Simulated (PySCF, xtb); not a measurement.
1-chloro-2,2-difluoropropane (C3H5ClF2), SMILES CC(F)(F)CCl.

GFN2-xTB in xtb 6.7.1 at its own geometry gives an orbital gap of 6.82 eV and a dipole moment of 2.06 D.

Coordinates come from a ωB97X-D3(BJ)/def2-SVP optimisation. One conformer was computed; it need not be the lowest.

Problem. What does PBE0/def2-TZVP (PySCF) give? (Estimate from the structure and the level; the computed values follow.)

Solution. gap 9.35 eV (levels -8.81 and 0.55 eV), dipole 1.67 D.
